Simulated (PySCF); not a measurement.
## SMILES FC(F)(F)B1NBNBN1, CH5B3F3N3

Geometry:
```
atom   x (Å)   y (Å)   z (Å)
  F1  -2.848  -0.832   0.898
  C2  -2.287   0.080   0.070
  F3  -2.779   1.279   0.467
  F4  -2.849  -0.149  -1.143
  B5  -0.664   0.023   0.032
  N6   0.011  -1.172   0.321
  B7   1.433  -1.257   0.275
  N8   2.127  -0.075  -0.074
  B9   1.494   1.156  -0.371
 N10   0.070   1.170  -0.307
 H11  -0.518  -1.994   0.572
 H12   1.991  -2.258   0.514
 H13   3.134  -0.110  -0.112
 H14   2.099   2.116  -0.655
 H15  -0.417   2.031  -0.508
```

Level of theory: quadratic response CAM-B3LYP/def2-SVPD first hyperpolarisability, Taylor convention, gas phase (PySCF). Geometry: GFN2-xTB.

(1) What is the first hyperpolarisability, and how does it disperse?

(2) Which lowest excitations, dipole and polarisabilities go with it?

Answers

(1) In au, Taylor convention; the vector part is βᵢ = ⅓ Σⱼ (βᵢⱼⱼ + βⱼᵢⱼ + βⱼⱼᵢ); β∥ is 3/5 of the vector part along the dipole, the dipole points from − to +:
| process | λ (nm) | β vector norm | β∥ | β HRS | depolarisation ratio |
| --- | --- | --- | --- | --- | --- |
| static β(0;0,0) | ∞ | 126.1 | -75.6 | 48.7 | 6.60 |
| second harmonic β(−2ω;ω,ω) | 1550 | 129.8 | -77.9 | 50.2 | 6.54 |
| Pockels β(−ω;ω,0) | 1550 | 127.3 | -76.4 | – | – |
| second harmonic β(−2ω;ω,ω) | 1064 | 134.3 | -80.6 | 51.9 | 6.48 |
| Pockels β(−ω;ω,0) | 1064 | 128.7 | -77.2 | – | – |
| second harmonic β(−2ω;ω,ω) | 694.3 | 146.7 | -88.0 | 56.9 | 6.28 |
| Pockels β(−ω;ω,0) | 694.3 | 132.4 | -79.5 | – | – |

(2) S1 6.93 eV (f = 0.003); S2 7.82 eV (f = 0.066); S3 7.89 eV (f = 0.004); dipole 3.02 D; isotropic α 72.6 au static, 72.9 au at 1550 nm, 73.2 au at 1064 nm, 73.7 au at 775 nm, 73.9 au at 694.3 nm, 74.9 au at 532 nm, 78.5 au at 347.1 nm.
